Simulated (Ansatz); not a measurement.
The cluster GeSe2 (the lowest singlet isomer of a short search), 3 atoms. Hardware: 4 threads of Arm Neoverse V2 on a shared host.

The 6-31G sets use Cartesian d functions.

(1) How many basis functions does each of these Ansatz runs have, and roughly what does it cost? HF/6-31G, charge 0 singlet, energy; PBE-D4/def2-TZVP, charge 0 triplet, energy, from earlier orbitals; PBE-D4/def2-SVP, charge 0 singlet, energy, from earlier orbitals; PBE0-D4/def2-SVP, charge 0 singlet, energy, from earlier orbitals; r2SCAN-D4/def2-TZVP, charge 1 doublet, relaxation, 3 steps; r2SCAN-D4/def2-TZVP, charge 0 quintet, energy, from earlier orbitals; r2SCAN-D4/def2-TZVP, charge 0 singlet, relaxation, 2 steps; PBE with 50 % exact exchange/def2-TZVP, charge 0 singlet, energy, from earlier orbitals; PBE with 50 % exact exchange/def2-TZVP, charge 0 triplet, energy, from earlier orbitals; PBE0-D4/def2-SVP, charge 1 doublet at the geometry of the charge 0 singlet, energy with a search over starts; PBE with 35 % exact exchange/def2-TZVP, charge 0 singlet, energy, from earlier orbitals; PBE with 15 % exact exchange/def2-TZVP, charge 0 quintet, energy, from earlier orbitals.

Answers

(1) Other jobs shared the machine, so times can vary by a factor of up to 3. A dash marks memory too small to be measured apart from the calling script's.

```csv
run,functions,fitting or Cholesky vectors,wall time,peak host memory (GiB)
"HF/6-31G, charge 0 singlet, energy",87,764,0.55 s,–
"PBE-D4/def2-SVP, charge 0 singlet, energy, from earlier orbitals",96,1043,0.65 s,–
"PBE0-D4/def2-SVP, charge 0 singlet, energy, from earlier orbitals",96,930,1.1 s,–
"PBE0-D4/def2-SVP, charge 1 doublet at the geometry of the charge 0 singlet, energy with a search over starts",96,930,1.8 s,–
"PBE with 35 % exact exchange/def2-TZVP, charge 0 singlet, energy, from earlier orbitals",144,982,1.9 s,–
"PBE-D4/def2-TZVP, charge 0 triplet, energy, from earlier orbitals",144,1132,2 s,–
"PBE with 50 % exact exchange/def2-TZVP, charge 0 singlet, energy, from earlier orbitals",144,982,2.1 s,–
"PBE with 15 % exact exchange/def2-TZVP, charge 0 quintet, energy, from earlier orbitals",144,981,3.5 s,–
"r2SCAN-D4/def2-TZVP, charge 0 singlet, relaxation, 2 steps",144,1132,3.6 s,–
"PBE with 50 % exact exchange/def2-TZVP, charge 0 triplet, energy, from earlier orbitals",144,982,4.1 s,–
"r2SCAN-D4/def2-TZVP, charge 0 quintet, energy, from earlier orbitals",144,1132,5.5 s,–
"r2SCAN-D4/def2-TZVP, charge 1 doublet, relaxation, 3 steps",144,1132,9.5 s,–
```
